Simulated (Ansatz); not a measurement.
Ansatz (a first-principles code) input file for disilazane (H7NSi2), SMILES [SiH3]N[SiH3], PBE-D3(BJ)/def2-SVP. 

Ansatz 0.2 input:
```yaml
crystal:
  periodic: [false, false, false]
  atoms:
    - {symbol: Si, position_ang: [0.00439056, 0.13848004, 1.56212254]}
    - {symbol: N, position_ang: [-0.04788352, -0.60760990, 0.00000000]}
    - {symbol: Si, position_ang: [0.00439056, 0.13848004, -1.56212254]}
    - {symbol: H, position_ang: [-0.35546240, -0.91254139, 2.51490934]}
    - {symbol: H, position_ang: [-0.96458382, 1.23110638, 1.54629390]}
    - {symbol: H, position_ang: [1.33975643, 0.66445278, 1.87443039]}
    - {symbol: H, position_ang: [0.17282848, -1.59020731, -0.00000000]}
    - {symbol: H, position_ang: [1.33975644, 0.66445278, -1.87443039]}
    - {symbol: H, position_ang: [-0.35546239, -0.91254139, -2.51490933]}
    - {symbol: H, position_ang: [-0.96458382, 1.23110637, -1.54629391]}
basis:
  gaussian:
    orbitals: def2-SVP
hamiltonian:
  xc: pbe
  dispersion: d3bj
relax: {f_tol: 0.002, max_steps: 200}
```

Output:

```
WARN ansatz: RAYON_NUM_THREADS=1 ignored (pool sized by the plan → 1); use --threads N
Functional definition: PBE
integrals: 0.03 GiB planned
970 factors; their error is unknown
mean field: 0.20 GiB planned
mean field evaluation 1: about -17335.5947 eV, gradient 6.0e1 eV
mean field evaluation 2: about -17306.6361 eV, gradient 1.2e2 eV
mean field evaluation 4: about -17343.2175 eV, gradient 2.5e0 eV
mean field evaluation 8: about -17343.2440 eV, gradient 2.0e-2 eV
mean field evaluation 16: about -17343.1699 eV, gradient 5.9e-5 eV
mean field -17343.16985758 eV, -637.3497366434 hartree, gradient 5.9e-5 eV, S^2 0.000000; 0 other end points of the search recorded, 0 dependent functions left out
the calculation of the forces begins
reference -17343.16989549 eV, -637.3497380364 hartree; 21, 21 occupied and 64, 64 virtual orbitals, 970 factors
relax step   1: F+E_penalty+E_count = -17343.36938930 eV  Δ(F+E_penalty+E_count) = +0.000e0 eV  max|allowed force component| = 7.758e-1 eV/Å  Δτ_max = 0.0000 Å  (26 SCF iters, accepted)
these checks for a lower state are left out or cut short: starts, cluster_reference, orbital_swaps, neighbouring_geometries, increment
integrals: 0.03 GiB planned
970 factors; their error is unknown
mean field: 0.19 GiB planned
mean field -17343.31944142 eV, -637.3552337481 hartree, gradient 2.1e-5 eV, S^2 0.000000; 0 other end points of the search recorded, 0 dependent functions left out
the calculation of the forces begins
reference -17343.31947981 eV, -637.3552351589 hartree; 21, 21 occupied and 64, 64 virtual orbitals, 970 factors
relax step   2: F+E_penalty+E_count = -17343.51532563 eV  Δ(F+E_penalty+E_count) = -1.459e-1 eV  max|allowed force component| = 2.013e-1 eV/Å  Δτ_max = 0.0827 Å  (27 SCF iters, accepted)
these checks for a lower state are left out or cut short: starts, cluster_reference, orbital_swaps, neighbouring_geometries, increment
integrals: 0.03 GiB planned
970 factors; their error is unknown
mean field: 0.19 GiB planned
mean field evaluation 32: about -17343.3310 eV, gradient 2.2e-5 eV
mean field -17343.33103008 eV, -637.3556596235 hartree, gradient 2.2e-5 eV, S^2 0.000000; 0 other end points of the search recorded, 0 dependent functions left out
the calculation of the forces begins
reference -17343.33106858 eV, -637.3556610384 hartree; 21, 21 occupied and 64, 64 virtual orbitals, 970 factors
relax step   3: F+E_penalty+E_count = -17343.52626117 eV  Δ(F+E_penalty+E_count) = -1.094e-2 eV  max|allowed force component| = 7.034e-2 eV/Å  Δτ_max = 0.0243 Å  (27 SCF iters, accepted)
these checks for a lower state are left out or cut short: starts, cluster_reference, orbital_swaps, neighbouring_geometries, increment
integrals: 0.03 GiB planned
970 factors; their error is unknown
mean field: 0.19 GiB planned
mean field -17343.33559623 eV, -637.3558274262 hartree, gradient 2.4e-5 eV, S^2 0.000000; 0 other end points of the search recorded, 0 dependent functions left out
the calculation of the forces begins
reference -17343.33563472 eV, -637.3558288410 hartree; 21, 21 occupied and 64, 64 virtual orbitals, 970 factors
relax step   4: F+E_penalty+E_count = -17343.53124207 eV  Δ(F+E_penalty+E_count) = -4.981e-3 eV  max|allowed force component| = 1.107e-1 eV/Å  Δτ_max = 0.0894 Å  (27 SCF iters, accepted)
these checks for a lower state are left out or cut short: starts, cluster_reference, orbital_swaps, neighbouring_geometries, increment
integrals: 0.03 GiB planned
970 factors; their error is unknown
mean field: 0.19 GiB planned
mean field -17343.33819307 eV, -637.3559228584 hartree, gradient 5.9e-6 eV, S^2 0.000000; 0 other end points of the search recorded, 0 dependent functions left out
the calculation of the forces begins
reference -17343.33823198 eV, -637.3559242884 hartree; 21, 21 occupied and 64, 64 virtual orbitals, 970 factors
relax step   5: F+E_penalty+E_count = -17343.53434043 eV  Δ(F+E_penalty+E_count) = -3.098e-3 eV  max|allowed force component| = 2.616e-1 eV/Å  Δτ_max = 0.1944 Å  (27 SCF iters, accepted)
these checks for a lower state are left out or cut short: starts, cluster_reference, orbital_swaps, neighbouring_geometries, increment
integrals: 0.03 GiB planned
970 factors; their error is unknown
mean field: 0.19 GiB planned
mean field -17343.34080624 eV, -637.3560188906 hartree, gradient 2.3e-5 eV, S^2 0.000000; 0 other end points of the search recorded, 0 dependent functions left out
the calculation of the forces begins
reference -17343.34084514 eV, -637.3560203202 hartree; 21, 21 occupied and 64, 64 virtual orbitals, 970 factors
relax step   6: F+E_penalty+E_count = -17343.53680829 eV  Δ(F+E_penalty+E_count) = -2.468e-3 eV  max|allowed force component| = 8.517e-2 eV/Å  Δτ_max = 0.0228 Å  (27 SCF iters, accepted)
these checks for a lower state are left out or cut short: starts, cluster_reference, orbital_swaps, neighbouring_geometries, increment
integrals: 0.03 GiB planned
970 factors; their error is unknown
mean field: 0.19 GiB planned
mean field evaluation 64: about -17343.3425 eV, gradient 2.3e-5 eV
mean field -17343.34249344 eV, -637.3560808943 hartree, gradient 2.3e-5 eV, S^2 0.000000; 0 other end points of the search recorded, 0 dependent functions left out
the calculation of the forces begins
reference -17343.34253259 eV, -637.3560823329 hartree; 21, 21 occupied and 64, 64 virtual orbitals, 970 factors
relax step   7: F+E_penalty+E_count = -17343.53840936 eV  Δ(F+E_penalty+E_count) = -1.601e-3 eV  max|allowed force component| = 2.009e-2 eV/Å  Δτ_max = 0.0639 Å  (27 SCF iters, accepted)
these checks for a lower state are left out or cut short: starts, cluster_reference, orbital_swaps, neighbouring_geometries, increment
integrals: 0.03 GiB planned
970 factors; their error is unknown
mean field: 0.19 GiB planned
mean field -17343.34340056 eV, -637.3561142303 hartree, gradient 2.5e-5 eV, S^2 0.000000; 0 other end points of the search recorded, 0 dependent functions left out
the calculation of the forces begins
reference -17343.34344005 eV, -637.3561156814 hartree; 21, 21 occupied and 64, 64 virtual orbitals, 970 factors
relax step   8: F+E_penalty+E_count = -17343.53919292 eV  Δ(F+E_penalty+E_count) = -7.836e-4 eV  max|allowed force component| = 2.236e-2 eV/Å  Δτ_max = 0.0915 Å  (27 SCF iters, accepted)
these checks for a lower state are left out or cut short: starts, cluster_reference, orbital_swaps, neighbouring_geometries, increment
integrals: 0.03 GiB planned
970 factors; their error is unknown
mean field: 0.19 GiB planned
mean field -17343.34359151 eV, -637.3561212476 hartree, gradient 2.3e-5 eV, S^2 0.000000; 0 other end points of the search recorded, 0 dependent functions left out
the calculation of the forces begins
reference -17343.34363105 eV, -637.3561227004 hartree; 21, 21 occupied and 64, 64 virtual orbitals, 970 factors
relax step   9: F+E_penalty+E_count = -17343.53934566 eV  Δ(F+E_penalty+E_count) = -1.527e-4 eV  max|allowed force component| = 8.466e-3 eV/Å  Δτ_max = 0.0213 Å  (28 SCF iters, accepted)
these checks for a lower state are left out or cut short: starts, cluster_reference, orbital_swaps, neighbouring_geometries, increment
integrals: 0.03 GiB planned
970 factors; their error is unknown
mean field: 0.19 GiB planned
mean field -17343.34358606 eV, -637.3561210471 hartree, gradient 2.2e-5 eV, S^2 0.000000; 0 other end points of the search recorded, 0 dependent functions left out
the calculation of the forces begins
reference -17343.34362559 eV, -637.3561224999 hartree; 21, 21 occupied and 64, 64 virtual orbitals, 970 factors
relax step  10: F+E_penalty+E_count = -17343.53937297 eV  Δ(F+E_penalty+E_count) = -2.731e-5 eV  max|allowed force component| = 5.961e-3 eV/Å  Δτ_max = 0.0096 Å  (28 SCF iters, accepted)
these checks for a lower state are left out or cut short: starts, cluster_reference, orbital_swaps, neighbouring_geometries, increment
integrals: 0.03 GiB planned
970 factors; their error is unknown
mean field: 0.19 GiB planned
mean field evaluation 96: about -17343.3436 eV, gradient 2.3e-5 eV
mean field -17343.34357835 eV, -637.3561207639 hartree, gradient 2.3e-5 eV, S^2 0.000000; 0 other end points of the search recorded, 0 dependent functions left out
the calculation of the forces begins
reference -17343.34361789 eV, -637.3561222168 hartree; 21, 21 occupied and 64, 64 virtual orbitals, 970 factors
relax step  11: F+E_penalty+E_count = -17343.53938541 eV  Δ(F+E_penalty+E_count) = -1.244e-5 eV  max|allowed force component| = 5.787e-3 eV/Å  Δτ_max = 0.0056 Å  (21 SCF iters, accepted)
these checks for a lower state are left out or cut short: starts, cluster_reference, orbital_swaps, neighbouring_geometries, increment
integrals: 0.03 GiB planned
970 factors; their error is unknown
mean field: 0.19 GiB planned
mean field -17343.34357082 eV, -637.3561204872 hartree, gradient 2.1e-5 eV, S^2 0.000000; 0 other end points of the search recorded, 0 dependent functions left out
the calculation of the forces begins
reference -17343.34361036 eV, -637.3561219402 hartree; 21, 21 occupied and 64, 64 virtual orbitals, 970 factors
relax step  12: F+E_penalty+E_count = -17343.53938764 eV  Δ(F+E_penalty+E_count) = -2.226e-6 eV  max|allowed force component| = 4.080e-3 eV/Å  Δτ_max = 0.0046 Å  (21 SCF iters, accepted)
these checks for a lower state are left out or cut short: starts, cluster_reference, orbital_swaps, neighbouring_geometries, increment
integrals: 0.03 GiB planned
970 factors; their error is unknown
mean field: 0.19 GiB planned
mean field -17343.34356437 eV, -637.3561202501 hartree, gradient 8.2e-5 eV, S^2 0.000000; 0 other end points of the search recorded, 0 dependent functions left out
the calculation of the forces begins
reference -17343.34360391 eV, -637.3561217031 hartree; 21, 21 occupied and 64, 64 virtual orbitals, 970 factors
relax step  13: F+E_penalty+E_count = -17343.53938803 eV  Δ(F+E_penalty+E_count) = -3.918e-7 eV  max|allowed force component| = 1.576e-3 eV/Å  Δτ_max = 0.0008 Å  (18 SCF iters, accepted)
integrals: 0.03 GiB planned
970 factors; their error is unknown
mean field: 0.19 GiB planned
mean field -17343.34356437 eV, -637.3561202501 hartree, gradient 8.2e-5 eV, S^2 0.000000; 1 other end points of the search recorded, 0 dependent functions left out
the calculation of the forces begins
reference -17343.34360391 eV, -637.3561217031 hartree; 21, 21 occupied and 64, 64 virtual orbitals, 970 factors
Total energy: -17343.53942757 eV, -637.3633180900 hartree
Atom 0 at    -0.022192     0.108965     1.580889 Å, force    -0.000347     0.000739     0.000239 eV/Å
Atom 1 at     0.202437    -0.616249    -0.000000 Å, force     0.000839    -0.001576    -0.000000 eV/Å
Atom 2 at    -0.022192     0.108965    -1.580889 Å, force    -0.000347     0.000739    -0.000239 eV/Å
Atom 3 at    -0.663374    -0.879905     2.519534 Å, force     0.000074     0.000033    -0.000024 eV/Å
Atom 4 at    -0.916075     1.302465     1.398882 Å, force     0.000055    -0.000159     0.000041 eV/Å
Atom 5 at     1.261489     0.568607     2.229766 Å, force    -0.000005    -0.000085     0.000033 eV/Å
Atom 6 at     0.651013    -1.538836    -0.000000 Å, force    -0.000393     0.000519    -0.000000 eV/Å
Atom 7 at     1.261489     0.568607    -2.229766 Å, force    -0.000005    -0.000085    -0.000033 eV/Å
Atom 8 at    -0.663374    -0.879905    -2.519534 Å, force     0.000074     0.000033     0.000024 eV/Å
Atom 9 at    -0.916075     1.302465    -1.398882 Å, force     0.000055    -0.000159    -0.000041 eV/Å
Dipole moment:     0.080360    -0.172464    -0.000000 e Å
```

The run converged.
